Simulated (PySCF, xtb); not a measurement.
Si(H)(NHSiH3)3 (H₁₃N₃Si₄), SMILES N([SiH](N[SiH3])N[SiH3])[SiH3].

xtb 6.7.1 with GFN2-xTB at its own geometry gives an orbital gap of 5.17 eV and a dipole moment of 0.24 D.

Geometry: PBE0-D3(BJ)/def2-SVP. One conformer was computed; it need not be the lowest.

Problem. What does PBE/def2-SVP in PySCF give? (An estimate is asked for; the answer gives what the named calculation found.)

Solution. gap 5.58 eV (levels -5.87 and -0.30 eV), dipole 1.19 D.
